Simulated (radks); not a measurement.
Charge is removed step by step from the 5s1/2 level of neutral caesium, starting from [Xe] 6s1. Calculated with a radial shooting solver on a logarithmic mesh with Libxc functionals: Dirac Kohn-Sham, PBEsol, spin-unpolarised, spherical densities, point nucleus.

removed (e) = 0: E - E(0) (eV) 0.000; eigenvalue (eV) -26.753; E minus straight line (eV) 0.000
removed (e) = 0.1: E - E(0) (eV) 2.722; eigenvalue (eV) -27.697; E minus straight line (eV) -0.448
removed (e) = 0.2: E - E(0) (eV) 5.540; eigenvalue (eV) -28.660; E minus straight line (eV) -0.802
removed (e) = 0.3: E - E(0) (eV) 8.455; eigenvalue (eV) -29.641; E minus straight line (eV) -1.058
removed (e) = 0.4: E - E(0) (eV) 11.469; eigenvalue (eV) -30.638; E minus straight line (eV) -1.215
removed (e) = 0.5: E - E(0) (eV) 14.583; eigenvalue (eV) -31.650; E minus straight line (eV) -1.271
removed (e) = 0.6: E - E(0) (eV) 17.799; eigenvalue (eV) -32.676; E minus straight line (eV) -1.226
removed (e) = 0.7: E - E(0) (eV) 21.119; eigenvalue (eV) -33.714; E minus straight line (eV) -1.077
removed (e) = 0.8: E - E(0) (eV) 24.543; eigenvalue (eV) -34.765; E minus straight line (eV) -0.824
removed (e) = 0.9: E - E(0) (eV) 28.072; eigenvalue (eV) -35.827; E minus straight line (eV) -0.465
removed (e) = 1: E - E(0) (eV) 31.708; eigenvalue (eV) -36.899; E minus straight line (eV) 0.000

Removing the whole electron costs 31.708 eV by Delta-SCF, against 26.753 eV from minus the eigenvalue at the starting occupation. Slater's transition state (half an electron removed) gives 31.650 eV. Integrating minus the eigenvalue over the occupation (Janak's theorem) gives 31.708 eV. The mean slope of the eigenvalue, de/dn, is 10.1 eV per electron.
